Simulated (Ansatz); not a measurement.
Isolated molecules relaxed with PBE0-D4/def2-TZVP in Ansatz; ΔE leaves out vibrations. CCSD(T)/CBS is the MP2 limit (def2-TZVPP, def2-QZVPP) plus CCSD(T) − MP2 in def2-TZVPP, frozen cores. This one scheme is used for every species. DFT in def2-TZVPP. One conformer a species, not always the lowest.

Consider the ligand exchange at a B–C bond: `O=CBF` + trimethylsilanol → `C[Si](C)(C)OBF` + `C=O`.

```csv
level,ΔE (kJ/mol)
revPBE-D4,-163.7
PBE0-D4,-169.3
PBE,-161.8
r2SCAN,-172.9
r2SCAN0,-174.5
CAM-B3LYP,-171.8
CCSD/def2-SVP,-188.2
HF/CBS(def2),-179.3
```

What does CCSD(T)/CBS give? (Estimate.)

Ansatz gave: -169.6 kJ/mol. The listed levels differ from it by 5.9, 0.3, 7.8, -3.3, -4.9, -2.2, -18.6, -9.7 kJ/mol.

Largest T1 diagnostic among the species: 0.015.

In def2-TZVPP, CCSD(T) changes the Hartree–Fock value by +7.9 kJ/mol (the triples alone add +0.6 kJ/mol) and MP2 by +5.2 kJ/mol. The D4 term adds −5.4 kJ/mol with B3LYP and −3.4 kJ/mol with PBE0; it sums over pairs of atoms, weighted by their polarisabilities, and B3LYP, whose exchange is more repulsive, gets the larger term. From PBE to PBE0 (25 % exact exchange), in def2-TZVPP and without D4, ΔE moves by −4.1 kJ/mol.

B3LYP here is the variant with VWN-RPA as its local correlation; programs differ in this.
